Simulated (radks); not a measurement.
Task: Isoelectronic series with 10 electrons, all held in the configuration [Ne], which need not be the ground one along the series. All-electron calculation, Dirac Kohn-Sham, PBE, spin-unpolarised, spherical densities, finite nucleus; Fermi nuclear charge, rms radius of each element as measured or else 0.836 A^(1/3) + 0.57 fm. Program: a radial shooting solver on a logarithmic mesh with Libxc functionals. Total energies (hartree) and mean radii <r> (bohr):

ion    E (hartree)    2p3/2    2p1/2    2s1/2    1s1/2
Ne      -129.01345   0.9826   0.9795   0.8969   0.1579
Al3+    -240.72130   0.5981   0.5959   0.6229   0.1202
S6+     -388.89446   0.4363   0.4341   0.4742  0.09684
K9+     -573.66437   0.3444   0.3421   0.3822  0.08100
Ti12+   -795.26103   0.2847   0.2822   0.3198  0.06954
Mn15+  -1053.97828   0.2428   0.2400   0.2746  0.06086
Ni18+  -1350.16822   0.2116   0.2085   0.2404  0.05405
Ga21+  -1684.24055   0.1875   0.1842   0.2136  0.04856
Se24+  -2056.66697   0.1683   0.1647   0.1919  0.04405
Rb27+  -2467.98313   0.1526   0.1488   0.1740  0.04026
Zr30+  -2918.79204   0.1396   0.1355   0.1590  0.03703
Tc33+  -3409.76842   0.1286   0.1242   0.1462  0.03425
Pd36+  -3941.66942   0.1192   0.1145   0.1352  0.03182
In39+  -4515.33833   0.1110   0.1060   0.1256  0.02969
Te42+  -5131.70707   0.1039  0.09860   0.1171  0.02779
Ce48+   -6496.8377  0.09195  0.08608   0.1027  0.02455
Pm51+   -7248.0303  0.08693  0.08075  0.09663  0.02316
Gd54+   -8046.7957  0.08241  0.07591  0.09108  0.02189

Estimate the row of Cs45+.

Result: E (hartree) -5791.8236; 2p3/2 0.09756; 2p1/2 0.09200; 2s1/2 0.1095; 1s1/2 0.02608.
